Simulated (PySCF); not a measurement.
**Indirect couplings**

Cartesian coordinates in Å; atom numbers follow the order of the lines, from 1:
```xyz
14

F     2.5598   -0.3721   -1.0685
B     2.3797   -0.2003    0.2284
F     3.4707   -0.1653    0.9715
Ge    0.4634    0.0104    0.9864
C    -0.6585    1.2595   -0.0755
C    -1.1453    0.0435   -0.8972
C    -0.8808   -1.1309    0.0735
H     0.4453    0.1060    2.5242
H    -0.1955    2.0783   -0.6428
H    -1.4520    1.6774    0.5634
H    -2.1861    0.1182   -1.2571
H    -0.5096   -0.0711   -1.7903
H    -0.5872   -2.0858   -0.3831
H    -1.7306   -1.3095    0.7506
```

Method: B3LYP/pcJ-1 (pcSseg-1 on Ge) (spin–dipole term only in couplings to heteroatoms)//PBE0-D3(BJ)/def2-SVP, PySCF 2.14; isolated molecule, single conformer, non-relativistic. Couplings are averaged over pairs made equivalent by symmetry, fast rotation or ring inversion, so a value needn't be that of the named pair in this geometry, while other rotamers aren't included; one pair stands for each set, and the list holds a selection of those of at least 1.5 Hz over up to four bonds.

Isotopes: $^{19}$F, $^{11}$B, $^{13}$C, $^{1}$H.

```json
{"pair": "F1, B2", "bonds": "1", "J (Hz)": "-219.7"}
{"pair": "C5, C6", "bonds": "1", "J (Hz)": "31.4"}
{"pair": "C5, H9", "bonds": "1", "J (Hz)": "149.4"}
{"pair": "C5, H10", "bonds": "1", "J (Hz)": "?"}
{"pair": "C6, H11", "bonds": "1", "J (Hz)": "140.3"}
{"pair": "C6, H12", "bonds": "1", "J (Hz)": "134.7"}
{"pair": "F1, F3", "bonds": "2", "J (Hz)": "-289.8"}
{"pair": "B2, C5", "bonds": "2", "J (Hz)": "2.6"}
{"pair": "B2, H8", "bonds": "2", "J (Hz)": "21.1"}
{"pair": "C5, H8", "bonds": "2", "J (Hz)": "?"}
{"pair": "C5, H11", "bonds": "2", "J (Hz)": "-2.0"}
{"pair": "C5, H12", "bonds": "2", "J (Hz)": "?"}
{"pair": "C6, H9", "bonds": "2", "J (Hz)": "-1.7"}
{"pair": "C6, H10", "bonds": "2", "J (Hz)": "-3.9"}
{"pair": "H9, H10", "bonds": "2", "J (Hz)": "?"}
{"pair": "H11, H12", "bonds": "2", "J (Hz)": "?"}
{"pair": "F1, H8", "bonds": "3", "J (Hz)": "?"}
{"pair": "C5, H13", "bonds": "3", "J (Hz)": "13.6"}
{"pair": "C6, H8", "bonds": "3", "J (Hz)": "?"}
{"pair": "H9, H12", "bonds": "3", "J (Hz)": "10.2"}
{"pair": "H10, H11", "bonds": "3", "J (Hz)": "11.2"}
{"pair": "H10, H12", "bonds": "3", "J (Hz)": "14.8"}
{"pair": "F1, H10", "bonds": "4", "J (Hz)": "1.5"}
{"pair": "H8, H11", "bonds": "4", "J (Hz)": "8.1"}
{"pair": "H8, H12", "bonds": "4", "J (Hz)": "?"}
{"pair": "H9, H13", "bonds": "4", "J (Hz)": "4.4"}
```

**Question.** Estimate the withheld couplings, with signs.

**Answer.** 
- $^{1}J$(C5,H10) = 140.6 Hz (bond length 1.101 Å, sp3 carbon)
- $^{2}J$(C5,H8) = 2.8 Hz (angle at Ge4 119°)
- $^{2}J$(C5,H12) = -3.6 Hz (angle at C6 109°)
- $^{2}J$(H9,H10) = -12.7 Hz (angle at C5 109°)
- $^{2}J$(H11,H12) = -14.2 Hz (angle at C6 107°)
- $^{3}J$(F1,H8) = 15.6 Hz (mean over equivalent pairs that range from -5.7 to 36.8 Hz in this conformer)
- $^{3}J$(C6,H8) = 4.7 Hz
- $^{4}J$(H8,H12) = -2.6 Hz

Relativistic effects of the heavier atoms present are left out.
